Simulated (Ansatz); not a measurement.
CFGaOS, relaxed with RKS PBE0-D4/def2-TZVP in Ansatz from a PBE-D4/def2-SVP geometry. The force threshold is 0.005 eV/Å; the program also tests the step.

Charge 0, multiplicity 1. The bonds changed during the relaxation, so this is another structure than the one it started from.

Start:

```xyz
5

F     1.043    0.474    1.346
Ga    0.883   -1.278    1.778
O    -0.346    1.536   -1.138
C    -0.604    0.401   -1.040
S    -0.976   -1.134   -0.945
```

(1) By how much does the energy fall, and how many steps does the optimiser take? (Best estimate.)

(2) Which bonds change most? (An estimate is asked.)

(3) Give the relaxed structure. (Best estimate.)

Results:

(1) The calculation gave: 3.42 kJ/mol, in 5 steps.

(2) Computed: O3–C4 from 1.168 to 1.147 Å; C4–S5 from 1.582 to 1.566 Å; F1–Ga2 from 1.812 to 1.797 Å.

(3) Ansatz gave: 
```xyz
5

F     1.071    0.449    1.376
Ga    0.895   -1.284    1.816
O    -0.376    1.530   -1.166
C    -0.620    0.414   -1.067
S    -0.970   -1.108   -0.959
```
